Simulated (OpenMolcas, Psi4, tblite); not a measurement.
# GeO (SMILES [O]=[Ge]): the energy, rung by rung

The species is GeO (2 atoms), meant as a singlet with charge 0. SMILES: `[O]=[Ge]`. The shape is that of a PBE0-D4/def2-TZVP optimisation.

```
atom   x (Å)   y (Å)    z (Å)
   O  0.0000  0.0000  -0.0230
  Ge  0.0000  0.0000   1.5995
```

Each level gives the energy change with the O1–Ge2 bond stretched from 1.623 to 3.570 Å (eV). The values are calculated.

```tsv
level	kind	program	value (eV)	CPU time (all runs)
GFN2-xTB	semi-empirical	tblite	9.80	under 2 s
SVWN5/cc-pVTZ (restricted)	LDA	Psi4	8.48	88 s
PBE/cc-pVTZ (restricted)	GGA	Psi4	7.87	4.8 min
TPSS/cc-pVTZ (restricted)	meta-GGA	OpenMolcas	8.14	50 s
BHLYP/cc-pVTZ (restricted)	global hybrid	OpenMolcas	9.06	31 s
M06-2X/cc-pVTZ (restricted)	hybrid meta-GGA	OpenMolcas	9.25	30 s
wB97X/cc-pVTZ (restricted)	range-separated hybrid	Psi4	9.61	6.1 min
B2PLYP/cc-pVTZ (density fitting for correlation) (restricted)	double hybrid	Psi4	2.18	91 s
MP2/cc-pVTZ (restricted)	perturbation theory	Psi4	-1.14	3 min
```

All-electron rows without a relativistic Hamiltonian named are non-relativistic. The first shape isn't each level's own minimum. The values span -1.14 to 9.80 eV. In the correlated wave-function rows the outer d shell of Ge is correlated, in sets not made for it. CPU times are rough (shared hosts, several kinds of processor): they show what a rung costs within a factor of a few.
